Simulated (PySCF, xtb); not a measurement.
C₂H₁₀OSi₂, SMILES [SiH2]([SiH3])CCO.

GFN2-xTB in xtb at its own geometry gives an orbital gap of 4.48 eV and a dipole moment of 1.80 D.

The structure is a stationary point at B3LYP-D3(BJ)/def2-SVP. The values are those of a single conformer.

What does HF/def2-TZVP (PySCF) give? (An estimate is asked for; the answer gives what the named calculation found.)

gap 13.74 eV (levels -10.77 and 2.97 eV), dipole 1.71 D.
